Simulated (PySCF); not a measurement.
Gas-phase reaction: 3 Ag + 3 Cl = Ag3Cl3

Computed with PySCF and rigid-rotor harmonic-oscillator thermochemistry at 1 bar. † marks an energy on the PBE0/def2-TZVP geometry and frequencies. MP2 and CCSD(T) freeze the core. Open shells (unrestricted): Ag (multiplicity 2), Cl (multiplicity 2); the rest are closed-shell singlets. Spin-orbit splitting is ignored; it lowers the true energy and changes the entropy of Cl. B3LYP is the form with VWN-RPA correlation. Ag: scalar-relativistic def2 core potential, no spin-orbit coupling. MP2 isn't extrapolated to the basis-set limit. CCSD(T) isn't extrapolated to the basis-set limit.

```csv
level,"ΔH°(298 K), kJ"
B3LYP/def2-TZVP†,___
BLYP/def2-TZVP†,-1200
CCSD(T)/def2-SVP†,-1327
HF/def2-TZVP†,___
MP2/def2-TZVPP†,___
PBE/def2-TZVP†,___
PBE0/def2-SVP†,-1331
r2SCAN/def2-TZVP†,-1391
LDA/def2-TZVP†,-1622
ωB97M-V/def2-TZVP†,-1400
ωB97X-V/def2-TZVP†,-1379
```

Question: What belongs in the gaps?

Answer: 
- B3LYP/def2-TZVP†, ΔH°(298 K), kJ: -1215
- HF/def2-TZVP†, ΔH°(298 K), kJ: -885
- MP2/def2-TZVPP†, ΔH°(298 K), kJ: -1381
- PBE/def2-TZVP†, ΔH°(298 K), kJ: -1330
